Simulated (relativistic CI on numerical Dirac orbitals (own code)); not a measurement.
# Cu2+ in a cubic cluster: 3s photoemission with charge transfer

Computed with a charge-transfer multiplet model of a cubic metal-ligand cluster with up to one ligand hole, Slater and spin-orbit integrals from Dirac-Coulomb-Breit ions, Slater integrals scaled by 0.9. The parameters are those of a tetrahedral site (10Dq negative, t2 hopping the larger). The ground state mixes d9 with configurations of k ligand holes L, whose averages lie at kΔ + k(k − 1)U_dd/2; a core hole lowers each added d electron by U_cd. 300 K, Lorentzian 1.4 eV and Gaussian 0.8 eV FWHM.

Atomic integrals in eV (Slater integrals scaled, ζ unscaled), ground: F2dd 12.450, F4dd 7.768, zeta_d 0.099; with the core hole: F2dd 12.450, F4dd 7.768, zeta_d 0.112, G2cd 12.629.

Cluster parameters (eV): Δ = 2.8, U_dd = 7.1, U_cd = 8.1, 10Dq = -0.3, 10Dq(ligand) = 0, final-state hopping factor = 1.

Weights, n_d and S are thermal averages at 300 K. Binding energies count from the first peak over 30 % of the highest in each spectrum, which can be another peak from case to case. The parameters are a model scan and need not match a compound or its usual spin state. Peaks in eV (height, largest 100): -3.7 (10), 0.0 (100), 5.1 (34).

(1) Which parameters give this spectrum?
A. V(eg) = 1.12 eV, V(t2g) = -1.91 eV
B. V(eg) = 0.82 eV, V(t2g) = -1.4 eV
C. V(eg) = 0.22 eV, V(t2g) = -0.38 eV
D. V(eg) = 1.72 eV, V(t2g) = -2.93 eV
E. V(eg) = 1.42 eV, V(t2g) = -2.42 eV

## Answers

(1) C. V(eg) = 0.22 eV, V(t2g) = -0.38 eV; the ground state then has 9.02 d electrons and S = 0.50. The choice follows from running the model for each set and comparing peak positions and heights. Without intra-shell correlation the exchange splitting of the 3s hole comes out too large.
